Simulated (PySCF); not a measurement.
C4H13NSi, SMILES CCN[SiH](C)C. Geometry: PBE-D3(BJ)/def2-SVP. One conformer was computed; it need not be the lowest.

Question: Give the equilibrium geometry at PBE-D3(BJ)/def2-SVP (PySCF confirms it by a frequency run) as Cartesian coordinates in Å. (An estimate is asked for; the answer gives what the named calculation found.)

Answer: This is not unique; one that fits is 
```xyz
19

C      2.4144    -0.6273     0.9789
C      1.5802     0.6228     0.6728
N      0.8248     0.5618    -0.5678
Si    -0.8439     0.0486    -0.7133
C     -1.9697     1.2374     0.2313
C     -1.1757    -1.7110    -0.0875
H      2.9811    -0.5164     1.9272
H      1.7704    -1.5267     1.0617
H      3.1504    -0.8178     0.1694
H      0.8653     0.8004     1.5068
H      2.2498     1.5154     0.6719
H      1.4126     0.4757    -1.4005
H     -1.1277     0.1104    -2.1933
H     -3.0350     0.9484     0.1192
H     -1.7375     1.2301     1.3168
H     -1.8469     2.2759    -0.1360
H     -0.9480    -1.7934     0.9961
H     -2.2399    -1.9946    -0.2277
H     -0.5483    -2.4523    -0.6228
```
